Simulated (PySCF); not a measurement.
C4H7BF2, SMILES CB(F)/C=C(/C)F.

Geometry: B3LYP-D3(BJ)/def2-SVP. The structure was generated by enumeration; whether it is a known compound was not checked. Other conformers were not sampled.

The numbers are results of r2SCAN/def2-TZVP (PySCF), not measurements.

Isolated molecule, no solvent.

```json
{
 "total_energy": "-381.19712 hartree",
 "highest_occupied_level": "-6.73 eV",
 "lowest_empty_level": "-1.92 eV",
 "orbital_gap": "4.81 eV",
 "dipole_moment": "0.591 e·Å",
 "quadrupole, principal values (traceless, Buckingham form, about the centre of nuclear charge)": "-4.67, -0.99, 5.67 D·Å",
 "mean_static_polarisability": "66.6 bohr³ (9.86 Å³)",
 "polarisability_principal_values": "47.4, 58.5, 93.8 bohr³"
}
```
